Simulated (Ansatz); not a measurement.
## A family of molecules: the HOMO–LUMO gap

One atom is swapped for its congeners: CH2FI `FCI`; CH2ClI (chloroiodomethane) `ClCI`; CH2BrI (bromoiodomethane) `BrCI`; CH2I2 (diiodomethane) `ICI`. All are singlets with charge 0.

Shapes, held fixed at every level: PBE0-D4/def2-TZVP. Programs: Ansatz 0.2.0. Values in eV.

```tsv
level	CH2FI	CH2ClI	CH2I2
SPW92/def2-TZVPP	4.38	4.12	3.54
PBE-D4/def2-TZVPP	4.43	4.16	3.55
B3LYP-D4/def2-TZVPP	6.01	5.75	5.04
BHLYP-D4/def2-TZVPP	8.47	8.20	7.36
PBE0-D4/def2-TZVPP	6.52	6.24	5.51
wB97X-V/def2-TZVPP	10.95	10.68	9.82
wB97M-V/def2-TZVPP	10.66	10.41	9.56
```

(1) Estimate the column for CH2BrI from its neighbours.

Results:

(1) The mean of the neighbours at wB97M-V/def2-TZVPP is 9.98 eV, against 10.20 from the run: the member lies nearer Cl. All rows: SPW92/def2-TZVPP 4.01; PBE-D4/def2-TZVPP 4.04; B3LYP-D4/def2-TZVPP 5.58; BHLYP-D4/def2-TZVPP 8.00; PBE0-D4/def2-TZVPP 6.08; wB97X-V/def2-TZVPP 10.47; wB97M-V/def2-TZVPP 10.20 eV. At wB97M-V/def2-TZVPP the HOMO–LUMO gap falls at every step, from 10.66 to 9.56 eV. Every level shows the same order. For atoms past krypton def2 sets carry core potentials with scalar relativity. Relativity is left out for Br unless named. Orbital gaps aren't excitation energies, and the LUMO depends on the basis.
